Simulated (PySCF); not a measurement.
**Computed properties of Si(H)2(F)(NH2) (FH4NSi), SMILES N[SiH2]F**

Si(H)2(F)(NH2) (FH4NSi), SMILES N[SiH2]F. Coordinates come from a PBE0-D3(BJ)/def2-TZVP optimisation. Other conformers were not sampled. All values are computed for the isolated molecule unless a solvent is named; none is compared with measurement here.

**Structure.** The optimised structure has Cs symmetry. All 15 harmonic modes at PBE0-D3(BJ)/def2-TZVP (PySCF) are real, so it is a minimum. With heavy atoms numbered as in [SiH2:1]([NH2:2])[F:3], the shortest bond between them is Si1–F3 at 1.605 Å and the longest Si1–N2 at 1.696 Å.

**Vibrations.** The strongest infrared lines (harmonic, unscaled, degenerate partners summed) lie at 963 cm⁻¹ (274 km/mol, H 47 %, Si 36 %, N 12 %), 382 cm⁻¹ (195 km/mol, H 60 %, N 34 %), 2266 cm⁻¹ (149 km/mol, H 95 %). The softest mode is at 267 cm⁻¹ and the zero-point energy is 29.0 kcal/mol.

**Electronic structure.** CAM-B3LYP/def2-TZVPD (PySCF) places the frontier levels at -9.68 and 0.69 eV, a gap of 10.37 eV, and gives a dipole moment of 1.92 D and a mean polarisability of 35.6 bohr³.

**Excitations.** TDA-B3LYP/def2-SVPD (PySCF) has S1 at 6.85 eV (181 nm, f = 0.047, weak); the most intense of the 10 singlets computed lies at 9.58 eV (f = 0.09). T1 (TDA) is at 6.44 eV, 0.41 eV under S1. No vertical singlet excitation falls in the visible range (under 3.1 eV).

**NMR.** GIAO shifts at HF/pcSseg-2 (PySCF) (non-relativistic, atoms alike by connectivity averaged): ¹H from 1.7 to 4.5 ppm against TMS; ²⁹Si at -37.4 ppm against TMS; ¹⁹F at -118.4 ppm against CFCl3.
